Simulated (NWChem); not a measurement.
Species: isotetrasilane (Si₄H₁₀); SMILES [SiH3][SiH]([SiH3])[SiH3]

Results from NWChem. Pople sets run with spherical d functions. Coordinates come from a PBE-D3(BJ)/def2-SVP optimisation. Level: PBE0/6-31G* with SMD (1 M gas to 1 M solution), gas-phase geometry. Reactions with the solvent are ignored.

```
solvent             dielectric constant  solvation free energy (kcal/mol)  cavity-dispersion-structure term (kcal/mol)  dipole in solution (D)
------------------  -------------------  --------------------------------  -------------------------------------------  ----------------------
water                              78.4                               5.1                                          5.5                    0.15
dimethyl sulfoxide                 46.8                               1.7                                          2.0                    0.15
diethyl ether                      4.24                              -1.0                                         -0.7                    0.14
chloroform                         4.71                              -0.9                                         -0.6                    0.14
benzene                            2.27                              -0.8                                         -0.6                    0.13
ethyl acetate                      5.99                                 ?                                            ?                    0.14
```

Q: Fill in the missing entries.

A: 
- ethyl acetate, solvation free energy (kcal/mol): -0.3
- ethyl acetate, cavity-dispersion-structure term (kcal/mol): 0.0
